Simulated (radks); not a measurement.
Polarisability of the technetium ion Tc+, [Kr] 4d5 5s1, at imaginary frequency. Calculated with a radial shooting solver on a logarithmic mesh with Libxc functionals: non-relativistic Kohn-Sham, LB94 model potential, spin-polarised, spherical densities, point nucleus; open shells are filled with parallel spins first (spin-orbit coupling, left out, can overturn this in heavy ions); relativity is left out, which matters for an element this heavy. Response by self-consistent Sternheimer equations with the Hartree and adiabatic LDA kernel.

w (hartree),alpha1(iw) (bohr^3)
0.00266,31.45
0.0143,31.33
0.0360,30.69
0.0697,28.82
0.118,25.17
0.186,20.18
0.280,15.10
0.413,10.88
0.605,7.653
0.892,5.203
1.35,3.296
2.12,1.836
3.59,0.8347
6.94,0.2889
17.5,0.06709

Static values: alpha1 = 31.46 bohr^3 (4.661 angstrom^3; uncoupled 50.17). C6 = 219.4, triple-dipole C9 = 4595 atomic units. One-pole (London) frequency 4 C6 / (3 alpha1^2) = 0.296 hartree, against 0.607 for minus the highest occupied eigenvalue.
